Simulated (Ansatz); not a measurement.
# Relaxing a trial structure of CuH4PSi

The starting geometry of this gas-phase singlet was optimised with GFN2-xTB.

```xyz
7

Cu   -0.8205   -3.7643    2.4694
P     0.1430   -1.9865    1.3507
Si   -1.2694   -0.4316    1.0467
H    -1.5246    0.5320    2.1111
H    -2.0914   -0.0633   -0.1060
H     0.1611   -2.4147    0.0191
H    -1.3933   -4.9773    3.1783
```

Question: Predict what it relaxes into with B3LYP/6-31G*.

Answer: A new bond forms, giving a structure given below by its coordinates. Contacts that close: Cu1–Si3 (3.65 → 2.16 Å).

The energy falls by 1.47 eV over 19 steps:

```csv
step,E − E(last) (eV)
1,1.467
3,1.060
5,0.731
7,0.376
9,0.130
11,0.018
13,0.003
15,0.000
17,0.000
19,0.000
```

Final geometry (Å):

```yaml
atoms:
  - { symbol: Cu, position_ang: [-0.7679, -3.1607, 2.1207] }
  - { symbol: P, position_ang: [0.7616, -1.8741, 1.0439] }
  - { symbol: Si, position_ang: [-1.2853, -1.1774, 1.4543] }
  - { symbol: H, position_ang: [-1.5156, -0.2282, 2.5710] }
  - { symbol: H, position_ang: [-2.3388, -1.0400, 0.4154] }
  - { symbol: H, position_ang: [0.4725, -2.2763, -0.2980] }
  - { symbol: H, position_ang: [-2.1218, -3.3490, 2.7620] }
```

No frequencies were run, so the end isn't proven a minimum. Run with Ansatz 0.2.0, 3 min on 1 thread of AMD EPYC (Zen 3), on a shared host.
